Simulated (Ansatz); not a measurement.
The cluster Sb₅⁺. Total charge 1; singlet. Geometry PBE0-D4/def2-SVP, basis def2-TZVP, Ansatz.

```tsv
atom	x (Å)	y (Å)	z (Å)
Sb1	-0.951	-1.801	1.606
Sb2	1.251	-0.759	0.078
Sb3	-1.679	-1.039	-0.801
Sb4	-0.073	1.536	-1.479
Sb5	1.452	2.063	0.596
```

```json
{"run": "A", "HOMO (eV)": "-9.24", "LUMO (eV)": "-8.39"}
{"run": "B", "HOMO (eV)": "-9.46", "LUMO (eV)": "-8.48"}
{"run": "C", "HOMO (eV)": "-11.82", "LUMO (eV)": "-6.28"}
{"run": "D", "HOMO (eV)": "-9.94", "LUMO (eV)": "-7.89"}
```

In the def2 sets Sb takes a core potential; there is no spin–orbit coupling. LC-ωPBE has ω = 0.4 bohr⁻¹. Another isomer (singlet) lies 1.78 eV lower at PBE0-D4/def2-TZVP; other spin states weren't run for this one.

Q: The runs used LC-ωPBE, PBE, PBE0, r2SCAN. Estimate which is which.

A: A PBE (0 % exact exchange); B r2SCAN (0 % exact exchange); C LC-ωPBE (range-separated); D PBE0 (25 % exact exchange). Exact exchange lowers occupied and raises empty levels; among semilocal functionals meta-GGAs tend to open the gap a little, and such runs are hard to tell apart. The gap grows from 0.85 eV (PBE) to 5.55 eV (LC-ωPBE). The restricted singlet is unstable towards broken spin symmetry in Hartree–Fock (as tested in another run); at PBE-D4/def2-TZVP, r2SCAN-D4/def2-TZVP, LC-ωPBE/def2-TZVP, PBE0-D4/def2-TZVP this wasn't settled.
